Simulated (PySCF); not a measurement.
**How methods differ on the excitation energy of B**

B [He] 2s2 2p1 (2P) → B [He] 2s2 3s1 (2S), as a difference of total energies. Computed with PySCF 2.14 in x2c-QZVPPall with one added diffuse shell each of s, p, d, f type (8s5p4d3f1g, 73 functions), with the spin-free X2C one-electron Hamiltonian (Gaussian nucleus). Correlated levels: valence and next inner shell: nothing frozen. The calculations carry no spin-orbit coupling.

```csv
method,excitation energy (cm⁻¹),error (cm⁻¹)
UHF,40452,+422
MP2 (valence and next inner shell),41354,+1324
SCS-MP2 (valence and next inner shell),41209,+1180
CCSD (valence and next inner shell),40222,+192
CCSD(T) (valence and next inner shell),40312,+283
```

Reference: 40030 cm⁻¹ (measured; NIST levels, between the centres of gravity of the two terms).

Errors of the correlated levels include the incompleteness of this basis.
